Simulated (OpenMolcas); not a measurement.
**Br+: RASPT2 settings compared**

```yaml
Program: OpenMolcas
Basis: ANO-RCC-VDZP [5s4p2d]
Scalar_Hamiltonian: DKH3, point nucleus
Active_space: 6 electrons in 9 orbitals (RAS2 4s 4p; RAS3 4d, at most 2 electrons)
State_averaging: 2S+1 = 3 even, 3 roots; 2S+1 = 1 even, 6 roots
Spin-orbit_coupling: RASSI with atomic mean-field integrals over the reference wave functions, term energies averaged over their components
```

Methods on the same reference wave functions:
A. RASSCF
B. SS-RASPT2, IPEA 0.75 Eh, no level shift (closed shells correlated: 3d)
C. SS-RASPT2, IPEA 0.4 Eh, real shift 0.15 Eh (closed shells correlated: 3d)
D. XMS-RASPT2, IPEA 0.6 Eh, imaginary shift 0.2 Eh (closed shells correlated: 3s 3p 3d)

Energies in cm-1 above 4s2 4p4 3P2, the measured ground level; measured values from NIST Handbook of Basic Atomic Spectroscopic Data.

```tsv
Level	A	B	C	D	Measured
4s2 4p4 3P2	0.0	0.0	0.0	0.0	0.0
4s2 4p4 3P1	2860	2860	2860	2860	3136
4s2 4p4 3P0	3629	3620	3620	3620	3837
4s2 4p4 1D2	13696	13610	13600	13610	12089
4s2 4p4 1S0	28826	28430	28350	28450	27867
```

Deviations, from unrounded energies. A percentage is the sum of absolute deviations over the sum of measured energies, with the sign that they share, or ± where signs differ.

```
                        Against measurement  Levels     A     B     C     D
             mean absolute deviation (cm-1)       4   760   640   620   650
      fine structure of the ground term (%)       2  -6.9  -7.0  -7.0  -7.0
other terms of the ground configuration (%)       2  +6.4  +5.2  +5.0  +5.3
```

B, C, D lie about equally close to measurement and A furthest from it. The largest miss of C in the table is 4s2 4p4 1D2, by +1500 cm-1. The ranking rests on the paired levels alone, and a cruder setting can come out closer through cancelling errors.

Among B to D the level of the table that moves most is 4s2 4p4 1S0, by 95 cm-1 (lowest in C, highest in D). Moves below CASPT2's spread within the term are not significant.

The mean deviations of B to D differ by less than CASPT2's widest spread within a term (45 cm-1), so their order carries little weight.

From A to B the spin-free energies of the other terms of 4s2 4p4 shown, above 3P, scale by factors of 0.98 to 0.99.

The lowest spin-free term lies below A's lowest term by 0.025 hartree in B, 0.025 hartree in C, 0.032 hartree in D.

CASPT2 does not keep the components of a term degenerate, so their means are used; among the terms shown or strongly mixed into the levels shown the widest spread is 45 cm-1 (4s2 4p4 1D, D). Active for correlation alone: 4d; no level in the range computed is led by a configuration that fills it, so any true level of that kind is missing. Without dynamic correlation excited terms often stand tens of per cent too high (terms of higher spin than the ground term too low), and those without a measured partner can miss by more than the paired ones (holds for A). Computed and measured levels are paired by configuration, term and J; levels that our copy of the source lacks, or whose pairing is in doubt (as where it misses far off the trend of its configuration), stay unpaired and out of the deviations. Only configurations of the active space appear.
